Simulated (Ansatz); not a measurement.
`[SiH3][SiH]1[SiH2]S1` + H–F → `F[SiH]1[SiH2]S1` + SiH₄ at 700 K and 1 bar (cleavage of the Si–Si bond).

Program: Ansatz. Geometries: PBE0-D4/def2-TZVP. ΔE: electronic, gas phase. CCSD(T)/CBS is the MP2 limit (def2-TZVPP, def2-QZVPP) plus CCSD(T) − MP2 in def2-TZVPP, frozen cores. This one scheme is used for every species.

```csv
species,CCSD(T)/CBS energy (Eh),H − E (kJ/mol),S (J/(mol·K))
`[SiH3][SiH]1[SiH2]S1`,-1268.63937,223.0,486.6
H–F,-100.39570,45.2,198.5
`F[SiH]1[SiH2]S1`,-1077.61450,143.5,409.3
SiH₄,-291.46306,115.5,252.9
```

H − E and S are ideal-gas, rigid-rotor, harmonic terms from PBE0-D4/def2-TZVP, for one conformer and one mirror image of each species. 1 Eh = 2625.50 kJ/mol, R = 8.31446 J/(mol·K).

**Question.** By hand: ΔE, ΔH, ΔS and ΔG.

**Answer.** ΔE = (-1077.61450) + (-291.46306) − (-1268.63937) − (-100.39570) = -0.04249 Eh = -111.6 kJ/mol. Δ(H − E) = 143.5 + 115.5 − 223.0 − 45.2 = -9.2, so ΔH = -120.8 kJ/mol. ΔS = 409.3 + 252.9 − 486.6 − 198.5 = -22.9 J/(mol·K). ΔG = -120.8 − 700 × (-22.9)/1000 = -104.8 kJ/mol.

**Question.** By hand: the equilibrium constant, and the temperature at which ΔG would vanish if ΔH and ΔS stayed fixed.

**Answer.** log₁₀ K = −ΔG/(RT ln 10) = 7.8. ΔG = 0 at ΔH/ΔS = 5275 K, far beyond where these terms or the molecules hold.

ΔH outweighs TΔS. A doubt of 5 kJ/mol in ΔE shifts log₁₀ K by 0.4 here. Other conformers and mirror images would add mixing entropy, several J/(mol·K) or more a flexible species. These are equilibria of isolated gas molecules and say nothing of rates. Largest T1 diagnostic: 0.014 (customary marks: 0.02 for closed shells, 0.045 for open ones).
